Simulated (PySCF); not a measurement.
**Nonlinear optical response: `NC=C=Cc1ncncn1`, C6H6N4**

Geometry (Å), atoms numbered from 1 in this order:
```xyz
16

N    -3.745    0.523   -0.172
C    -2.780   -0.198    0.516
C    -1.595   -0.573    0.088
C    -0.405   -0.964   -0.322
C     0.832   -0.213   -0.078
N     1.966   -0.749   -0.550
C     3.065   -0.047   -0.312
N     3.125    1.111    0.338
C     1.941    1.553    0.761
N     0.777    0.950    0.588
H    -4.319    1.115    0.416
H    -3.406    1.018   -0.989
H    -3.083   -0.536    1.515
H    -0.261   -1.897   -0.882
H     4.011   -0.461   -0.686
H     1.933    2.507    1.304
```

Computed with PySCF, quadratic response CAM-B3LYP/aug-cc-pVDZ first hyperpolarisability, Taylor convention, gas phase. Geometry: PBE0-D3(BJ)/def2-SVP.

Q: What is the first hyperpolarisability, and how does it disperse?

A: In 10⁻³⁰ esu, Taylor convention; the vector part is βᵢ = ⅓ Σⱼ (βᵢⱼⱼ + βⱼᵢⱼ + βⱼⱼᵢ); β∥ is 3/5 of the vector part along the dipole, the dipole points from − to +:
| process | λ (nm) | β vector norm | β∥ | β HRS | depolarisation ratio |
| --- | --- | --- | --- | --- | --- |
| static β(0;0,0) | ∞ | 4.20 | 1.94 | 1.82 | 4.35 |
| second harmonic β(−2ω;ω,ω) | 1907 | 4.60 | 2.12 | 1.99 | 4.38 |
| Pockels β(−ω;ω,0) | 1907 | 4.32 | 2.00 | – | – |
| second harmonic β(−2ω;ω,ω) | 1064 | 5.74 | 2.63 | 2.47 | 4.45 |
| Pockels β(−ω;ω,0) | 1064 | 4.63 | 2.14 | – | – |

Q: Which lowest excitations, dipole and polarisabilities go with it?

A: S1 3.49 eV (f = 0.001); S2 4.47 eV (f = 0.001); S3 4.77 eV (f = 0.006); dipole 2.49 D; isotropic α 109.7 au static, 110.3 au at 1907 nm, 111.6 au at 1064 nm, 112.1 au at 953.5 nm, 118.1 au at 532 nm.
